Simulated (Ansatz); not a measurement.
## Worked example: HI + InH2(SH) → H2S + InH2I

Species: HI (hydrogen iodide), singlet; InH2(SH), singlet; H2S `S`, singlet; InH2I `[InH2][I]`, singlet. The partners trade I for SH: H–I and In–SH bonds give way to H–SH and In–I.

Shapes, held fixed at every level: PBE0-D4/def2-TZVP. Programs: Ansatz 0.2.0. The zero-point and thermal change to 298 K, harmonic and unscaled (PBE0-D4/def2-TZVP), is +3.4 kJ/mol.

At CCSD(T)/def2-TZVPP; 1 Eh = 2625.50 kJ/mol:

| species | energy (Eh) |
| --- | --- |
| HI | -297.737430 |
| InH2(SH) | -589.028882 |
| H2S | -398.931115 |
| InH2I | -487.854841 |

**Question.** Work out ΔH(298 K) of the reaction at this level.

**Answer.** 
1. Products less reactants: (-398.931115) + (-487.854841) − [(-297.737430) + (-589.028882)] = -0.019644 Eh = -51.6 kJ/mol.
2. With the thermal change: -51.6 + (+3.4) = -48.2 kJ/mol.

Other levels give -68.0 (HF/def2-SVP) to -51.1 kJ/mol (B3LYP-D4/def2-TZVPP). No measured value is set beside it here. For atoms past krypton def2 sets carry core potentials with scalar relativity. Outer-core shells of I, In are correlated, in sets that cover them unevenly. CCSD(T)/def2-TZVPP lies outside the range of all other levels here, so it shouldn't be taken on trust. The median of the other levels is -56.8 kJ/mol.
